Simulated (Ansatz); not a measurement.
Born–Oppenheimer molecular dynamics of a periodic cell of 24 atoms, N (contents 12 N2, density as packed 0.80 g/cm³ with natural masses). It starts from a partly relaxed structure (largest force component 0.27 eV/Å).

These are results of Ansatz, DFT PBEsol, scalar-relativistic, plane waves, PAW, not measurements. Settings: accuracy low, cutoff 420 eV, k mesh 1x1x1, fermi-dirac smearing 0.05 eV, no spin polarisation.

```yaml
ensemble: NVT, Langevin thermostat
time_step: 1 fs
steps_asked: 300
set_temperature: 350 K
friction: 0.02 /fs
seed: 650635
```

Frames 1 fs apart, positions in Å.

Velocities at 30.0 fs (Å/ps):

```
N 2.25 -3.58 -8.68
N -1.45 2.04 -2.95
N 4.96 3.94 -0.70
N -4.09 -5.33 2.77
N 0.75 -0.71 -3.36
N -1.23 -2.80 1.84
N -10.00 5.17 -0.76
N -5.27 1.90 -3.09
N -6.75 1.58 2.36
N 3.16 2.17 2.61
N 0.92 0.28 -4.45
N 1.53 5.47 9.64
N 1.03 -2.57 -4.90
N 2.71 3.90 -2.40
N 0.32 -6.21 -5.49
N -3.04 -1.58 -3.63
N 1.37 0.05 -2.96
N -1.04 -4.89 -7.55
N 4.62 -4.62 -0.55
N 7.36 2.26 1.69
N -1.30 -2.82 0.15
N 3.35 2.87 5.40
N -1.02 -4.07 -4.32
N -5.50 -5.07 -1.93
```

```xyz
24
Lattice="8.8621 0.0000 0.0000 0.0000 8.8621 0.0000 0.0000 0.0000 8.8621" Properties=species:S:1:pos:R:3 time_fs=30.0 energy_less_start_eV=0.183 T=262
N 0.187 3.063 3.024
N 0.895 2.966 2.216
N 4.168 1.437 7.354
N 4.173 1.240 8.465
N 3.802 7.947 2.761
N 2.797 8.362 2.504
N 6.273 4.901 5.207
N 6.047 5.720 5.911
N 6.788 9.560 1.671
N 7.536 8.919 1.173
N 3.212 5.931 7.608
N 3.630 6.723 8.266
N 8.659 6.313 2.984
N 9.140 6.977 3.728
N 1.032 2.689 7.676
N 0.561 2.894 6.697
N 7.158 0.960 5.615
N 6.608 0.537 4.772
N 6.776 4.138 0.492
N 6.272 4.707 1.272
N 8.915 6.393 8.139
N 8.692 7.021 7.285
N 3.430 3.583 4.780
N 3.384 2.707 4.109
24
Lattice="8.8621 0.0000 0.0000 0.0000 8.8621 0.0000 0.0000 0.0000 8.8621" Properties=species:S:1:pos:R:3 time_fs=31.0 energy_less_start_eV=0.239 T=243
N 0.188 3.059 3.016
N 0.894 2.967 2.211
N 4.173 1.440 7.354
N 4.169 1.236 8.467
N 3.802 7.946 2.757
N 2.797 8.359 2.506
N 6.263 4.906 5.206
N 6.041 5.722 5.907
N 6.781 9.562 1.674
N 7.539 8.921 1.176
N 3.213 5.932 7.604
N 3.631 6.728 8.276
N 8.660 6.311 2.979
N 9.143 6.980 3.726
N 1.032 2.683 7.670
N 0.558 2.893 6.694
N 7.160 0.961 5.612
N 6.607 0.532 4.764
N 6.780 4.133 0.491
N 6.278 4.710 1.274
N 8.913 6.391 8.140
N 8.696 7.025 7.290
N 3.430 3.579 4.775
N 3.378 2.702 4.107
24
Lattice="8.8621 0.0000 0.0000 0.0000 8.8621 0.0000 0.0000 0.0000 8.8621" Properties=species:S:1:pos:R:3 time_fs=32.0 energy_less_start_eV=0.256 T=238
N 0.188 3.057 3.011
N 0.894 2.968 2.204
N 4.179 1.442 7.355
N 4.165 1.231 8.466
N 3.801 7.946 2.753
N 2.798 8.355 2.507
N 6.252 4.911 5.204
N 6.035 5.724 5.903
N 6.776 9.564 1.676
N 7.540 8.924 1.179
N 3.215 5.936 7.600
N 3.631 6.732 8.282
N 8.663 6.310 2.974
N 9.145 6.983 3.724
N 1.031 2.677 7.664
N 0.556 2.892 6.690
N 7.162 0.961 5.610
N 6.607 0.526 4.757
N 6.785 4.129 0.490
N 6.284 4.713 1.278
N 8.912 6.388 8.142
N 8.699 7.028 7.294
N 3.430 3.575 4.771
N 3.373 2.698 4.106
24
Lattice="8.8621 0.0000 0.0000 0.0000 8.8621 0.0000 0.0000 0.0000 8.8621" Properties=species:S:1:pos:R:3 time_fs=33.0 energy_less_start_eV=0.225 T=243
N 0.188 3.055 3.008
N 0.893 2.969 2.197
N 4.184 1.443 7.360
N 4.161 1.227 8.463
N 3.798 7.946 2.750
N 2.799 8.351 2.509
N 6.241 4.915 5.203
N 6.030 5.726 5.898
N 6.772 9.566 1.677
N 7.540 8.928 1.185
N 3.218 5.941 7.598
N 3.629 6.735 8.285
N 8.667 6.312 2.971
N 9.146 6.987 3.723
N 1.030 2.672 7.659
N 0.554 2.890 6.686
N 7.162 0.961 5.608
N 6.606 0.521 4.749
N 6.791 4.125 0.489
N 6.290 4.718 1.282
N 8.909 6.385 8.147
N 8.701 7.032 7.297
N 3.430 3.572 4.767
N 3.369 2.694 4.105
24
Lattice="8.8621 0.0000 0.0000 0.0000 8.8621 0.0000 0.0000 0.0000 8.8621" Properties=species:S:1:pos:R:3 time_fs=34.0 energy_less_start_eV=0.163 T=244
N 0.186 3.053 3.006
N 0.894 2.970 2.188
N 4.189 1.444 7.367
N 4.158 1.224 8.458
N 3.794 7.946 2.746
N 2.800 8.346 2.511
N 6.230 4.917 5.202
N 6.024 5.729 5.894
N 6.767 9.566 1.677
N 7.540 8.933 1.191
N 3.222 5.947 7.597
N 3.627 6.735 8.287
N 8.672 6.316 2.967
N 9.146 6.989 3.721
N 1.026 2.667 7.653
N 0.553 2.888 6.682
N 7.162 0.960 5.604
N 6.608 0.517 4.742
N 6.796 4.121 0.490
N 6.296 4.722 1.284
N 8.906 6.381 8.153
N 8.704 7.037 7.299
N 3.430 3.568 4.764
N 3.367 2.689 4.103
24
Lattice="8.8621 0.0000 0.0000 0.0000 8.8621 0.0000 0.0000 0.0000 8.8621" Properties=species:S:1:pos:R:3 time_fs=35.0 energy_less_start_eV=0.117 T=236
N 0.185 3.051 3.006
N 0.895 2.970 2.178
N 4.192 1.443 7.375
N 4.155 1.222 8.452
N 3.790 7.947 2.742
N 2.800 8.342 2.511
N 6.219 4.917 5.200
N 6.018 5.731 5.890
N 6.763 9.565 1.678
N 7.539 8.937 1.197
N 3.225 5.955 7.597
N 3.625 6.734 8.288
N 8.678 6.321 2.965
N 9.146 6.989 3.718
N 1.023 2.662 7.647
N 0.552 2.887 6.678
N 7.161 0.958 5.600
N 6.609 0.514 4.737
N 6.800 4.119 0.492
N 6.302 4.725 1.285
N 8.903 6.376 8.158
N 8.705 7.042 7.300
N 3.432 3.566 4.762
N 3.367 2.686 4.102
24
Lattice="8.8621 0.0000 0.0000 0.0000 8.8621 0.0000 0.0000 0.0000 8.8621" Properties=species:S:1:pos:R:3 time_fs=36.0 energy_less_start_eV=0.106 T=273
N 0.184 3.048 3.006
N 0.896 2.970 2.169
N 4.197 1.442 7.383
N 4.152 1.218 8.447
N 3.787 7.947 2.737
N 2.800 8.339 2.512
N 6.208 4.917 5.196
N 6.010 5.734 5.886
N 6.760 9.565 1.680
N 7.537 8.940 1.203
N 3.228 5.964 7.599
N 3.623 6.733 8.288
N 8.684 6.327 2.962
N 9.145 6.990 3.714
N 1.019 2.656 7.641
N 0.551 2.886 6.675
N 7.159 0.956 5.594
N 6.612 0.512 4.732
N 6.804 4.117 0.495
N 6.309 4.728 1.285
N 8.901 6.372 8.163
N 8.706 7.048 7.302
N 3.432 3.563 4.759
N 3.367 2.684 4.101
24
Lattice="8.8621 0.0000 0.0000 0.0000 8.8621 0.0000 0.0000 0.0000 8.8621" Properties=species:S:1:pos:R:3 time_fs=37.0 energy_less_start_eV=0.128 T=248
N 0.183 3.046 3.007
N 0.895 2.970 2.161
N 4.204 1.441 7.391
N 4.150 1.214 8.443
N 3.785 7.946 2.733
N 2.797 8.336 2.514
N 6.199 4.917 5.191
N 6.002 5.738 5.881
N 6.758 9.566 1.681
N 7.535 8.943 1.210
N 3.231 5.973 7.601
N 3.621 6.731 8.289
N 8.689 6.333 2.959
N 9.143 6.989 3.711
N 1.015 2.650 7.634
N 0.550 2.884 6.671
N 7.157 0.952 5.587
N 6.614 0.511 4.728
N 6.808 4.118 0.498
N 6.316 4.730 1.284
N 8.898 6.369 8.166
N 8.706 7.052 7.305
N 3.431 3.561 4.757
N 3.368 2.682 4.100
24
Lattice="8.8621 0.0000 0.0000 0.0000 8.8621 0.0000 0.0000 0.0000 8.8621" Properties=species:S:1:pos:R:3 time_fs=38.0 energy_less_start_eV=0.162 T=251
N 0.183 3.044 3.007
N 0.894 2.970 2.155
N 4.211 1.442 7.396
N 4.148 1.208 8.442
N 3.785 7.945 2.729
N 2.793 8.333 2.514
N 6.190 4.915 5.186
N 5.994 5.743 5.878
N 6.756 9.568 1.683
N 7.533 8.946 1.215
N 3.233 5.983 7.604
N 3.620 6.729 8.291
N 8.695 6.339 2.956
N 9.143 6.988 3.708
N 1.010 2.644 7.627
N 0.548 2.884 6.667
N 7.154 0.949 5.581
N 6.615 0.510 4.726
N 6.811 4.119 0.502
N 6.325 4.732 1.282
N 8.895 6.367 8.169
N 8.707 7.056 7.309
N 3.430 3.558 4.755
N 3.370 2.681 4.100
```

Of the whole run (300 fs, mean temperature of the second half 392 K): The mean temperature of the second half is 12 % above the set value. A run of 0.3 ps of so small a system gives no equilibrium averages. Limits of this set-up: coarse k mesh, low accuracy level.

Time of the run: 8.7 min on 1 thread of Intel(R) Xeon(R) 6975P-C (Granite Rapids), on a shared host, peak memory 0.65 GiB.
